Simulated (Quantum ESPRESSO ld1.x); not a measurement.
The numbers below are computed, except where a source is named.
Problem. These are the eigenvalues of the occupied orbitals of an atom or ion with whole-number occupations (hartree). Level of theory: scalar-relativistic Kohn-Sham, LDA (Slater exchange, VWN5 correlation), spin-polarised, spherical densities, point nucleus (ld1.x of Quantum ESPRESSO 7.5).

| orbital | eigenvalue |
|---|---|
| 1s up | -25.9505 |
| 1s down | -25.8293 |
| 2s up | -2.57104 |
| 2s down | -2.32101 |
| 2p up | -1.89653 |

Which element is it, and in what charge state? The configuration may be excited. Open shells, if any, are filled with parallel spins first.

Solution. Z = 9, fluorine, charge +2: F2+ in [He] 2s2 2p3. The list shows which subshells hold electrons but not how many an open one holds; the 1s level, -25.95 hartree, gives Z - s = 7.2 by -(Z - s)^2/2, which with screening and relativity narrows Z to a few neighbours, and the depths of the outer levels then fix element, charge and occupations together.
